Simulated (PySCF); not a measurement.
Molecule: SMILES C1C[C@@H](C#N)SCS1, C$_{5}$H$_{7}$NS$_{2}$.

Bonds (- single, = double, # triple, : aromatic): N1#C2, C2-C3, C3-C4, C4-C5, C5-S6, S6-C7, C7-S8, S8-C3. C3 carries H9; C4 carries H10, H11; C5 carries H12, H13; C7 carries H14, H15. Stereochemistry as in N#C[C@@H]1CCSCS1. H11, H12, H14 are cis to C2 on the ring; H10, H13, H15 are trans to C2 on the ring.

Frames of a GFN2-xTB Langevin trajectory at 600 K; GIAO PBE0/pcSseg-1 shieldings in PySCF 2.14.0 with density-fitted response routines, gas phase, non-relativistic; equivalent atoms averaged within each frame.

Scale: 15N (σref 267.73) against NH3; 13C (σref 186.93) and 1H (σref 31.72) vs TMS; CS2 for 33S (σref 503.73) (reference shieldings calculated alike). The references are static minima.

Question: How do the shifts (ppm) fluctuate along the trajectory?

Answer: 
| time (fs) | N1 | C2 | C4 | C7 | C5 | C3 | S8 | S6 | H14 | H9 |
| --- | --- | --- | --- | --- | --- | --- | --- | --- | --- | --- |
| optimised geometry | 310.3 | 122.2 | 33.4 | 41.8 | 32.8 | 33.0 | 105 | 44 | 4.83 | 3.35 |
| 250 | 317.7 | 120.6 | 41.7 | 34.9 | 29.8 | 29.8 | 84 | 24 | 5.24 | 3.92 |
| 425 | 302.9 | 129.8 | 23.4 | 40.1 | 35.3 | 28.9 | 25 | 3 | 5.53 | 4.52 |
| 625 | 341.5 | 129.7 | 33.5 | 42.3 | 50.4 | 41.2 | 139 | 115 | 4.57 | 4.03 |
| 800 | 328.0 | 126.2 | 33.4 | 40.2 | 34.3 | 26.7 | 124 | 11 | 6.24 | 1.24 |
| 1000 | 334.1 | 130.6 | 34.0 | 29.5 | 26.5 | 28.5 | 87 | -42 | 3.14 | 4.02 |
| mean of frames | 324.9 | 127.4 | 33.2 | 37.4 | 35.2 | 31.0 | 92 | 22 | 4.94 | 3.55 |
| standard deviation | 15.0 | 4.1 | 6.5 | 5.2 | 9.2 | 5.8 | 44 | 57 | 1.17 | 1.31 |

5 frames give an uncertainty of the mean of about the standard deviation over 2.2 at best, since frames this close in time may not be independent; classical motion lacks zero-point vibration, and the reference would need the same averaging.
